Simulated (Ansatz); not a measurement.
Basis-set extrapolation for `[CH3][AlH][NH][SiH2]Cl` (PBE0-D4/def2-TZVP geometry, frozen core, Ansatz). Multiplicity 1, RHF reference.

|  | def2-TZVPP | def2-QZVPP |
| --- | --- | --- |
| HF | -1086.946500 | -1086.980746 |
| MP2 correlation | -0.780552 | -0.842062 |
| CCSD(T) correlation | -0.872553 | not run |

Energies in hartree. Use E(X) = E(∞) + A·exp(−7.88·√X) for Hartree–Fock and E(X) = E(∞) + B·X^(−2.97) for correlation, with X = 3 and 4, and add CCSD(T) minus MP2 of the smaller set to the MP2 limit.

Q: What is the CCSD(T) energy at the basis-set limit?

A: HF limit: -1086.980746 + (-0.034246) × 0.13774 = -1086.98546. MP2 limit: -0.842062 + (-0.061510) × 0.74074 = -0.88762. Higher-order term: -0.872553 − (-0.780552) = -0.09200. Total: -1087.96508 hartree, 383.4 kJ/mol below CCSD(T)/def2-TZVPP.
